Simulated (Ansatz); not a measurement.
C4H3F5O2, SMILES `COC(=O)C(F)(F)C(F)(F)F`, charge 0, multiplicity 1.

**Question.** Give a relaxed structure at PBE0-D4/def2-TZVP (the Gaussian-basis code of Ansatz). (An estimate is asked.)

**Answer.** Ansatz gave: 
Z-matrix (Å, degrees):
```
C
O 1 1.431
H 1 1.086 2 105.6
H 1 1.090 2 110.1 3 -119.7
H 1 1.090 2 110.1 3 119.7
C 2 1.320 1 115.2 3 179.3
C 6 1.545 2 110.4 1 -179.0
O 6 1.193 2 127.0 1 0.3
C 7 1.549 6 112.7 2 77.2
F 7 1.343 6 110.6 2 -43.8
F 7 1.335 6 108.8 2 -163.4
F 9 1.325 7 110.0 6 174.2
F 9 1.327 7 110.7 6 -65.6
F 9 1.329 7 109.7 6 54.4
```
This is one stationary point; other conformers may exist.
